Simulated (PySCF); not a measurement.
A geometry optimisation, step by step.

4-bromothiophenol, C₆H₅BrS.
SMILES with atom numbers: `[SH:1][c:2]1[cH:3][cH:4][c:5]([Br:6])[cH:7][cH:8]1` (hydrogens: H9 on S1; H10 on C3; H11 on C4; H12 on C7; H13 on C8)

Method: PySCF 2.14.0, PBE0-D3(BJ)/def2-SVP geometry optimisation, gas phase; density fitting, grid level 2; the optimiser is geomeTRIC in internal coordinates, started from a GFN2-xTB structure. The frame can shift and turn from step to step; on so coarse a grid that alone can change the energy by a few meV, and forces under 0.02 eV/Å are noise.

Step 0: E = -87149.7596 eV, largest atomic force 0.808 eV/Å
```
atom  x, y, z in Å  |  force x, y, z in eV/Å
S1     -2.872   -0.337   -0.290    0.026  -0.496  -0.092
C2     -1.124   -0.166   -0.122   -0.654   0.031  -0.041
C3     -0.532    1.061    0.151    0.104  -0.090  -0.007
C4      0.841    1.152    0.277    0.080  -0.009   0.006
C5      1.616    0.014    0.129    0.803   0.048   0.072
Br6     3.509    0.142    0.303   -0.300  -0.025  -0.028
C7      1.037   -1.215   -0.144    0.084   0.059   0.019
C8     -0.335   -1.302   -0.268   -0.095   0.130   0.016
H9     -3.163    0.945   -0.075   -0.130   0.420   0.068
H10    -1.138    1.948    0.266   -0.231   0.371   0.050
H11     1.305    2.102    0.492    0.209   0.398   0.086
H12     1.653   -2.094   -0.257    0.270  -0.371  -0.046
H13    -0.802   -2.252   -0.478   -0.166  -0.468  -0.102
```

Step 1: E = -87149.7952 eV, largest atomic force 0.148 eV/Å
```
atom  x, y, z in Å  |  force x, y, z in eV/Å
S1     -3.439   -0.533   -0.492   -0.048   0.138   0.022
C2     -1.695   -0.342   -0.318    0.056  -0.008   0.002
C3     -1.079    0.884   -0.045   -0.101   0.075   0.007
C4      0.303    0.974    0.082    0.067   0.037   0.013
C5      1.087   -0.168   -0.066   -0.138  -0.008  -0.013
Br6     2.955   -0.053    0.104    0.134   0.011   0.013
C7      0.489   -1.398   -0.339    0.059  -0.039  -0.003
C8     -0.893   -1.481   -0.464   -0.052  -0.079  -0.017
H9     -3.759    0.764   -0.276    0.025  -0.135  -0.024
H10    -1.683    1.788    0.074    0.029  -0.025  -0.003
H11     0.772    1.937    0.296   -0.019  -0.029  -0.007
H12     1.106   -2.292   -0.454   -0.028   0.027   0.003
H13    -1.353   -2.450   -0.678    0.016   0.034   0.007
```

Step 2: E = -87149.7962 eV, largest atomic force 0.050 eV/Å
```
atom  x, y, z in Å  |  force x, y, z in eV/Å
S1     -3.438   -0.530   -0.492   -0.017  -0.022  -0.005
C2     -1.693   -0.342   -0.318   -0.011   0.021   0.003
C3     -1.081    0.887   -0.044    0.018  -0.046  -0.006
C4      0.302    0.973    0.082    0.033   0.022   0.007
C5      1.086   -0.169   -0.066   -0.034   0.004  -0.002
Br6     2.961   -0.049    0.105   -0.013  -0.007  -0.002
C7      0.489   -1.400   -0.339    0.031   0.013   0.005
C8     -0.893   -1.483   -0.464   -0.017   0.013   0.001
H9     -3.758    0.763   -0.277    0.004   0.000   0.000
H10    -1.685    1.790    0.074    0.006  -0.005  -0.001
H11     0.772    1.935    0.296    0.003   0.002   0.000
H12     1.105   -2.293   -0.455   -0.002   0.000   0.000
H13    -1.354   -2.450   -0.678   -0.002   0.005   0.001
```

Step 3: E = -87149.7961 eV, largest atomic force 0.062 eV/Å
```
atom  x, y, z in Å  |  force x, y, z in eV/Å
S1     -3.439   -0.535   -0.492    0.017  -0.011   0.000
C2     -1.695   -0.340   -0.318    0.033  -0.006   0.001
C3     -1.078    0.886   -0.044   -0.038   0.028   0.002
C4      0.305    0.977    0.082   -0.018  -0.058  -0.012
C5      1.086   -0.168   -0.066    0.020   0.011   0.004
Br6     2.962   -0.052    0.104   -0.022  -0.008  -0.003
C7      0.488   -1.398   -0.339    0.008   0.000   0.001
C8     -0.895   -1.482   -0.464    0.017   0.015   0.004
H9     -3.763    0.756   -0.280   -0.009   0.030   0.004
H10    -1.680    1.790    0.074   -0.011   0.011   0.001
H11     0.775    1.938    0.296   -0.003   0.002   0.000
H12     1.103   -2.292   -0.454    0.006  -0.006   0.000
H13    -1.356   -2.448   -0.678   -0.001  -0.009  -0.002
```

Step 4: E = -87149.7963 eV, largest atomic force under 0.02 eV/Å
```
atom  x, y, z in Å  |  force x, y, z in eV/Å
S1     -3.439   -0.534   -0.492    0.002   0.002   0.001
C2     -1.694   -0.341   -0.318    0.010  -0.001   0.000
C3     -1.080    0.887   -0.044   -0.004  -0.003  -0.001
C4      0.303    0.975    0.082    0.006   0.004   0.001
C5      1.086   -0.169   -0.066   -0.001   0.002   0.000
Br6     2.960   -0.052    0.104    0.004   0.003   0.001
C7      0.489   -1.399   -0.339   -0.010   0.009   0.001
C8     -0.893   -1.481   -0.464   -0.003  -0.018  -0.004
H9     -3.762    0.758   -0.279   -0.001   0.002   0.000
H10    -1.683    1.791    0.074    0.001   0.001   0.000
H11     0.773    1.936    0.296    0.000   0.001   0.000
H12     1.105   -2.293   -0.454   -0.002   0.000   0.000
H13    -1.355   -2.448   -0.678   -0.002  -0.003  -0.001
```

Question: Summarise the path.

Answer: The energy falls by 0.85 kcal/mol from step 0 to step 4; nine tenths of that is first reached at step 1. It never rises by more than 0.2 meV. The largest force goes from 0.808 to under 0.02 eV/Å. Among the bonds C5–Br6 changes most, from 1.905 to 1.886 Å; the atoms move by 0.021 Å rms after alignment.

Question: Follow the three bonds and two angles with the largest change from start to end.

Answer: 
```tsv
step	E above end (kcal/mol)	largest force (eV/Å)	C5–Br6 (Å)	S1–H9 (Å)	C8–H13 (Å)	S1–C2–C3 (°)	C3–C2–C8 (°)
0	0.85	0.808	1.905	1.332	1.079	121.8	120.0
1	0.03	0.148	1.879	1.354	1.094	123.4	118.7
2	0.00	0.050	1.886	1.349	1.093	123.0	119.0
3	0.00	0.062	1.887	1.348	1.093	123.5	118.8
4	0.00	under 0.02	1.886	1.349	1.093	123.3	118.9
```

The cost below is that of the whole optimisation. On one thread, Arm Neoverse V1 (aarch64), shared host with 32 logical CPUs at a one-minute load of 11, this took 66 s wall and 0.81 GiB of memory at its peak.
